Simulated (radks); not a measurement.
Values are calculated unless marked as measured or tabulated.
Coulomb parameter of the 3d shell of the cobalt ion Co+ in the model configuration [Ar] 3d6 4p2, as a second difference U = [E(n + 0.25) + E(n - 0.25) - 2 E(n)] / (0.25)^2 with all orbitals relaxed. "Bare": the charge of the atom changes with n. "Screened": the 4p shell takes up the change at fixed total charge, which measures U(3d,3d) + U(4p,4p) - 2 U(3d,4p). Code: a radial shooting solver on a logarithmic mesh with Libxc functionals. Model: scalar-relativistic Kohn-Sham, PBE, spin-unpolarised, spherical densities, point nucleus.

| case | configuration | E - E(n) (eV) |
|---|---|---|
| start | [Ar] 3d6 4p2 | 0.000 |
| bare +0.25 | [Ar] 3d6.25 4p2 | -5.921 |
| bare -0.25 | [Ar] 3d5.75 4p2 | 6.920 |
| screened +0.25 | [Ar] 3d6.25 4p1.75 | -3.726 |
| screened -0.25 | [Ar] 3d5.75 4p2.25 | 4.094 |

U(bare) = 15.990 eV, U(screened by 4p) = 5.878 eV, against the Slater integral F0(3d,3d) = 26.238 eV with frozen orbitals.
